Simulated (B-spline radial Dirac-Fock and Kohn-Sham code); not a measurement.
# Photoemission from Pt⁵⁺ at 5290 eV, detector at θ = 90°, φ = 0°

System: Pt⁵⁺ in the configuration 1s2 2s2 2p6 3s2 3p6 3d10 4s2 4p6 4d10 4f14 5s2 5p6 5d5. Model: Dirac-Hartree-Slater photoionisation with a Latter tail; cross sections with all multipoles, angular parameters from the dipole term and its interference with E2. Program: an atomic code on a B-spline grid. Thresholds are orbital energies of the model. For linearly polarised light dσ/dΩ = σ/(4π) [1 + β P₂(cos θ) + (δ + γ cos²θ) sin θ cos φ], with θ from the polarisation vector and φ the angle between the beam and the projection of the electron momentum on the plane normal to the polarisation. The dipole factor is 1 + βP₂ and the non-dipole term is the rest of the bracket. Open shells are filled statistically over j.

```
subshell  threshold (eV)  σ (kb)     β      γ       δ  dipole factor  non-dipole term  dσ/dΩ (kb/sr)
      3s          3347.0    12.0  1.91   0.47  -0.002          0.043           -0.002         0.0391
   3p1/2          3095.9    17.4  1.55   0.03   0.004          0.224           +0.004          0.316
   3p3/2          2709.9    35.0  1.62  -0.06   0.012          0.189           +0.012          0.560
   3d3/2          2285.6    33.0  1.27   0.38   0.092          0.365           +0.092           1.20
   3d5/2          2201.8    44.5  1.23   0.46   0.091          0.385           +0.091           1.69
      4s           785.4    3.57  1.93   0.00  -0.002          0.036           -0.002        0.00964
   4p1/2           677.4    4.39  1.68   0.04  -0.005          0.161           -0.005         0.0544
   4p3/2           584.8    8.26  1.75   0.05   0.010          0.127           +0.010         0.0900
   4d3/2           405.9    5.87  1.36   0.66   0.077          0.318           +0.077          0.185
   4d5/2           388.5    7.89  1.27   0.70   0.082          0.365           +0.082          0.281
   4f5/2           157.9    1.05  0.89   1.11   0.254          0.553           +0.254         0.0677
   4f7/2           154.2    1.30  0.87   1.11   0.260          0.567           +0.260         0.0857
      5s           179.3   0.755  1.93  -0.05  -0.002          0.035           -0.002        0.00198
   5p1/2           143.5   0.807  1.69   0.07  -0.006          0.154           -0.006        0.00954
   5p3/2           126.8    1.47  1.76   0.09   0.010          0.119           +0.010         0.0151
   5d3/2           75.99   0.354  1.37   0.69   0.075          0.315           +0.075         0.0110
   5d5/2           73.86   0.473  1.27   0.73   0.080          0.365           +0.080         0.0167
```

Values without a named source are computed, but for edge energies of neutral atoms, which are taken from tables.
